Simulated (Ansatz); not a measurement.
C₂H₄BClO (`ClBC1CO1`). Total charge 0; spin multiplicity 1.

```xyz
9

Cl   -0.157    2.432    0.392
B    -0.723    0.846    0.827
C    -0.488   -0.356   -0.111
C     0.901   -0.638   -0.558
O    -0.042   -0.133   -1.453
H    -1.257    0.716    1.885
H    -1.121   -1.236   -0.006
H     1.187   -1.678   -0.696
H     1.699    0.047   -0.280
```

(1) What are the harmonic wavenumbers in cm⁻¹ at PBE0-D4/def2-TZVP (Ansatz, finite differences of forces, unscaled)? (Best estimate.)

(2) Is this a minimum?

(3) Give the ideal-gas thermochemistry at 298.15 K and 1 bar (rigid rotor, harmonic oscillator; point group C1, symmetry number 1).

(4) And at 400, 500, 600, 800 and 1000 K?

(5) Rotational constants (cm⁻¹)?

Results:

(1) Computed: 114, 170, 259, 534, 746, 814, 867, 896, 940, 987, 1084, 1158, 1169, 1210, 1279, 1399, 1517, 2655, 3101, 3128, 3195.

(2) Yes, all 21 modes are real.

(3) Zero-point energy 162.8 kJ/mol; H(298) − E = 179.2 kJ/mol; entropy 312.6 J/(mol·K), of which translation 165.0, rotation 109.4, vibration 38.1; G(298) − E = 86.0 kJ/mol.

(4) 
```json
{"T (K)": "400", "H − E (kJ/mol)": "188.4", "S (J/mol/K)": "339.0", "G − E (kJ/mol)": "52.8"}
{"T (K)": "500", "H − E (kJ/mol)": "199.3", "S (J/mol/K)": "363.3", "G − E (kJ/mol)": "17.7"}
{"T (K)": "600", "H − E (kJ/mol)": "211.7", "S (J/mol/K)": "385.8", "G − E (kJ/mol)": "-19.8"}
{"T (K)": "800", "H − E (kJ/mol)": "239.8", "S (J/mol/K)": "426.1", "G − E (kJ/mol)": "-101.1"}
{"T (K)": "1000", "H − E (kJ/mol)": "271.1", "S (J/mol/K)": "460.9", "G − E (kJ/mol)": "-189.8"}
```

(5) 0.3367, 0.08207, 0.07558.
